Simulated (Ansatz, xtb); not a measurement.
The molecule TaSn, multiplicity 6 (lowest of 2S+1 = 2, 4, 6, 8 at PBE0/def2-TZVPP; our sources give no spin for the ground state, which may be another). No spin–orbit coupling.

The constants come from a fifth-degree fit in 1/R (seven points, main isotopes). Runs in def2 and cc sets follow the lowest solution found near the PBE0 minimum.

Correlated levels freeze the inner cores; with def2 sets outer-core shells near the valence are correlated too.

The values were computed with Ansatz (a program for electronic structure); xtb for the GFN methods. Values without a source in brackets are computed. In def2 rows elements past Kr take small-core potentials, without spin–orbit coupling. The GFN methods have no spin term and hold the electronic entropy of 300 K.

```
level                  r_e (Å)  ω_e (cm⁻¹)  ω_e x_e (cm⁻¹)  dipole (D)
------------------  ----------  ----------  --------------  ----------
GFN1-xTB                 2.696         217            0.31           -
SVWN5/def2-TZVPP         2.685         191            0.33        1.04
B97M-V/def2-TZVPP        2.747         178            0.33        1.51
PBE0/def2-TZVPP          2.695         193            0.34        2.00
BHLYP/def2-TZVPP         2.714  (withheld)            0.47        2.40
wB97X-V/def2-TZVPP       2.679         197            0.46        2.54
wB97M-V/def2-TZVPP       2.679         197            0.45        2.14
B2PLYP/def2-TZVPP   (withheld)  (withheld)            0.29           -
```

### Question
Complete the blanks.

### Answer

- B2PLYP/def2-TZVPP, r_e (Å): 2.703
- B2PLYP/def2-TZVPP, ω_e (cm⁻¹): 196
- BHLYP/def2-TZVPP, ω_e (cm⁻¹): 185
